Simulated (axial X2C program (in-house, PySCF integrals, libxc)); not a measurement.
**Nuclear properties of LaO⁻**

Calculated with an axial X2C code built on PySCF integrals: two-component X2C with atomic mean-field Coulomb and Gaunt terms, Gaussian nuclei, basis La dyall-cv3z, O dyall-av3z with contracted cores.

R = 1.869 Å (near the PBE0 minimum at charge -1 of the determinant lowest at the starting distance; the state shown can have its own minimum elsewhere).

Input and command:
```json
{"zs": [57, 8], "q": -1, "bas": ["dyall-cv3z", "dyall-av3z"], "r0": 1.96, "levels": ["PBE0", "HF", "r2SCAN", "TPSSh", "PBE"], "nst": 3}
```
```bash
python soeom.py task.json out
```

Keys: zs atomic numbers; q charge; bas basis sets; r0 starting distance in Å; levels methods; nst determinants followed.

Determinant lowest in the PBE0 search, Ω = 0 (closed shell), highest spinor 78% La s, 11% La p, 4% La d:

```json
{"level": "PBE0", "qzz La (a.u.)": "-2.47", "qzz O (a.u.)": "-0.30"}
{"level": "HF", "qzz La (a.u.)": "-1.82", "qzz O (a.u.)": "-0.34"}
{"level": "r2SCAN", "qzz La (a.u.)": "-2.55", "qzz O (a.u.)": "-0.28"}
{"level": "TPSSh", "qzz La (a.u.)": "-2.53", "qzz O (a.u.)": "-0.33"}
{"level": "PBE", "qzz La (a.u.)": "-2.67", "qzz O (a.u.)": "-0.28"}
```

Determinant 0.77 eV from it at PBE0 and this distance, Ω = 2 (⟨Sz⟩ = 1.00, ⟨Lz⟩ = 1.00 at PBE0), spin on the atoms La 0.96, O 0.04:

| level | Eeff magnitude (GV/cm) | Ws magnitude La (kHz) | A∥/gI La (MHz) | qzz La (a.u.) | A∥/gI O (MHz) | qzz O (a.u.) |
| --- | --- | --- | --- | --- | --- | --- |
| PBE0 | 5.21 | 1.79 | 896 | -1.63 | 3.29 | -0.29 |
| HF | 6.13 | 2.08 | 726 | -0.78 | -1.85 | -0.33 |
| r2SCAN | 5.82 | 2.02 | 910 | -1.77 | 3.9 | -0.29 |
| TPSSh | 4.77 | 1.65 | 849 | -1.71 | 3.82 | -0.32 |
| PBE | 4.74 | 1.64 | 933 | -1.98 | 4.36 | -0.28 |

Eeff is the effective electric field on the electron electric dipole moment in this Ω state and Ws the scalar–pseudoscalar constant of the nucleus named (defined with the proton number Z and per Ω); A∥ (defined per Ω) follows by multiplying with gI = μI/(I μN); qzz is the electric field gradient, eQq0 = 234.96 MHz × Q/barn × qzz. The operators were transformed with the bare-nucleus X2C matrices; with these basis sets, hyperfine constants and field gradients can be off by tens of per cent, and where levels differ in sign neither size nor sign is settled.

**Question.** With Q(139La) = 0.206 barn, Q(17O) = -0.02558 barn (Q from Pyykkö, Mol. Phys. 2018), turn the PBE0 values of the first state into constants in MHz.

**Answer.** eQq0(139La) = 234.96 × (0.206) × (-2.47) = -120 MHz; eQq0(17O) = 234.96 × (-0.02558) × (-0.30) = 1.8 MHz.

Each state is one determinant with collinear spin, which with several unpaired electrons need not be a pure state. Unrestricted Hartree–Fock can overshoot spin polarisation at the nuclei. For an anion, determinants above electron detachment, or with a positive highest level, are held by the basis set. With several open shells hyperfine constants can be off by a factor of several. Open-shell Ω = 0 determinants with evenly filled partner blocks cannot be reached by this program, so the Ω shown need not be the lowest component. The search compared states at one distance, so a state with another bond length can lie lower. Further determinants of the search, some of them spin-mixed, are not shown. PBE0 term energies can be off by some tenths of an eV.
